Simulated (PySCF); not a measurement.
An unknown is described by computed data only.

Formula: C2H3FO4S.

| Quantity | Value |
| --- | --- |
| 13C NMR | chemical shifts (computed TMS as zero) by class: 106.5 (1 C), 72.2 (1 C) ppm [GIAO PBE0/pcSseg-1] |
| UV, first state | lowest singlet excitation: 7.87 eV (157 nm, f = 0.002) [TDDFT B3LYP/def2-SVPD] |
| UV, strongest line | among the 8 lowest singlet transitions: S8 at 9.09 eV (136 nm, f = 0.011) [TDDFT B3LYP/def2-SVPD] |
| Triplet | lowest triplet excitation (Tamm–Dancoff): 7.49 eV [TDA B3LYP/def2-SVPD] |
| Polarisability | 54.2 au [B3LYP/def2-SVPD] |
| Rotational structure | rotational constants A, B, C: 3.518, 1.668, 1.526 GHz [GFN2-xTB] |

Gas-phase values; electronic properties from PySCF, density fitting. Levels stand in brackets. One conformer (not necessarily the lowest) at the GFN2-xTB geometry, without solvent, vibrations or thermal averaging. Each NMR value is the plain mean over a class of atoms that symmetry, rotation or inversion makes alike.

Task: Propose a structure and show how it fits.

Result: Numbering: `[O:1]=[S:2]1(=[O:3])[O:4][CH2:5][C@H:6]([F:7])[O:8]1`. 2 carbons fall into 2 classes; from least to most shielded: sp3 C–F carbon [C6] (106.5 ppm), ring sp3 carbon bound to oxygen [C5] (72.2 ppm). S1 is mainly HOMO→LUMO (weight 0.93); the largest Löwdin shares of the orbital it empties are 0.33 on a sulfonyl oxygen, 0.28 on an oxygen bonded to C and S and 0.28 on a sulfonyl oxygen, of the orbital it fills 0.28 on the sulfonyl sulfur, 0.14 on an oxygen bonded to C and S, 0.12 on an oxygen bonded to C and S and 0.10 on the sp3 carbon bound to oxygen. The optimised geometry has point group C1 and is an asymmetric top. Structure: `O=S1(=O)OC[C@H](F)O1`. The assignments are read from this structure; whether some other isomer fits the data as well wasn't checked. The mirror image fits equally.
